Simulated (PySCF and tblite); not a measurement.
Values are calculated unless marked as measured or tabulated.
System: C₅H₁₁NSe, numbered as in [CH3:1][CH2:2][N:3]([CH3:4])[C:5]([CH3:6])=[Se:7].

Geometries: GFN2-xTB; energies: PBE0/pcSseg-1 + D3(BJ); zero-point and thermal terms from GFN2-xTB harmonic modes (soft modes blended into free rotors). Rate constants are transition-state-theory values, counting equivalent paths, without tunnelling. Run with tblite and PySCF.

Spin–orbit effects of heavy atoms on shieldings are missing.

Q: How high is the barrier to the rotation about the C2–N3 bond (torsion C1–C2–N3–C4 from -84° to 84°, rising), through which structure does it pass, and what rate follows at 298 K?

A: The electronic barrier is 3.3 kcal/mol and ΔG‡(298 K) 4.0 kcal/mol, over a C1 saddle with an imaginary mode of 53i cm⁻¹ (GFN2-xTB). With 2 equivalent paths, k is 1.6×10¹⁰ s⁻¹, a mean lifetime of the start of 64 ps against this motion.
